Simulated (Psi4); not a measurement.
Dimer: CH4 (SMILES C) (first 5 atoms) with CH2F2 (SMILES FCF); geometry from B3LYP-D3(BJ)/def2-TZVP, rigid monomers moved along the line of their centres of mass till C1···H9 is 5.26 Å.
(charge 0, multiplicity 1):
```tsv
atom	x (Å)	y (Å)	z (Å)
C	-0.0252	-0.0346	-0.2443
H	0.3067	0.8572	0.2855
H	-1.1074	-0.0054	-0.3718
H	0.4489	-0.0718	-1.2240
H	0.2541	-0.9184	0.3275
F	0.3472	1.1934	5.5477
C	-0.4659	0.1095	5.6898
F	0.2943	-1.0169	5.5931
H	-1.1939	0.1103	4.8780
H	-0.9186	0.1407	6.6822
```

Computed with SAPT0/jun-cc-pV(D+d)Z (Psi4 1.11).

Question: Give the four SAPT terms and the total, and say what mostly holds the pair together.

Answer: electrostatics -0.9, exchange 0.0, induction -0.1, dispersion -1.4, total -2.4 meV; the largest attraction is dispersion.
